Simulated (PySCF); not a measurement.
**Fractional electron number in Ti²⁺ (titanium, charge +2)**

The 3d alpha orbital of [Ar] 3d2 is emptied in steps (occupation f), with all orbitals relaxed, ending at [Ar] 3d1. All numbers are calculated (PySCF 2.14, the spin-free X2C one-electron Hamiltonian (Gaussian nucleus), in x2c-TZVPall (6s5p4d1f, 48 functions)). The exact energy is a straight line in f; departures are measured from the line between the end points of the same method.

Problem. Among PBE0, r2SCAN, LC-wPBE, which shows the largest delocalisation error (convex curve), and which is closest to linear?

Solution. Most convex: r2SCAN (-1.668 eV at f = 0.4); closest to linear: LC-wPBE (-0.569 eV).

```json
{"f": "1", "PBE0 (eV)": "0.000", "r2SCAN (eV)": "0.000", "LC-wPBE (eV)": "0.000"}
{"f": "0.8", "PBE0 (eV)": "-0.820", "r2SCAN (eV)": "-1.096", "LC-wPBE (eV)": "-0.369"}
{"f": "0.6", "PBE0 (eV)": "-1.238", "r2SCAN (eV)": "-1.657", "LC-wPBE (eV)": "-0.561"}
{"f": "0.4", "PBE0 (eV)": "-1.245", "r2SCAN (eV)": "-1.668", "LC-wPBE (eV)": "-0.569"}
{"f": "0.2", "PBE0 (eV)": "-0.833", "r2SCAN (eV)": "-1.118", "LC-wPBE (eV)": "-0.384"}
{"f": "0", "PBE0 (eV)": "0.000", "r2SCAN (eV)": "0.000", "LC-wPBE (eV)": "0.000"}
```

```
 method  E(f=0) − E(f=1) (eV)  −ε at f=1 (eV)  −ε at f=0.4 (eV)
   PBE0                27.811          22.718            28.817
 r2SCAN                27.933          21.138            29.272
LC-wPBE                27.867          25.598            28.305
```

Reference removal energy between the ground levels: 27.492 eV (measured; NIST Atomic Spectra Database, ionization energies). The calculation has no spin-orbit coupling.
